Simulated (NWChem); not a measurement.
System: BiH2Br; SMILES [Br][BiH2]

Here is an NWChem input.

```
start job
memory heap 200 mb stack 900 mb global 1100 mb
geometry units angstroms noautoz
  Bi     0.005101     0.718883     0.000000
  H     -1.271566     0.816750    -1.265682
  H     -1.271566     0.816750     1.265682
  Br     0.066546    -1.908937     0.000000
end
basis spherical
  Bi library def2-svp
  H library def2-svp
  Br library def2-svp
end
ecp
  Bi library def2-ecp
end
dft
  xc bhlyp
  iterations 150
  vectors input atomic output neutral.movecs
end
task dft energy
charge 1
dft
  odft
  mult 2
  vectors input atomic output cation.movecs
end
task dft energy
```

Coordinates come from a PBE0/def2-SVP optimisation. def2 effective core potentials on Bi; no spin-orbit coupling.

Ions are spin-unrestricted doublets at the neutral geometry; other ion states weren't tried.

### Question
What results follow from this input? (BHandHLYP/def2-SVP with def2 effective core potentials on Bi, vertical spin-unrestricted ions.) Quantities: vertical ionisation energy, ΔSCF (eV); −ε(HOMO) (eV).

### Answer
- vertical ionisation energy, ΔSCF (eV) = 9.71
- −ε(HOMO) (eV) = 8.44
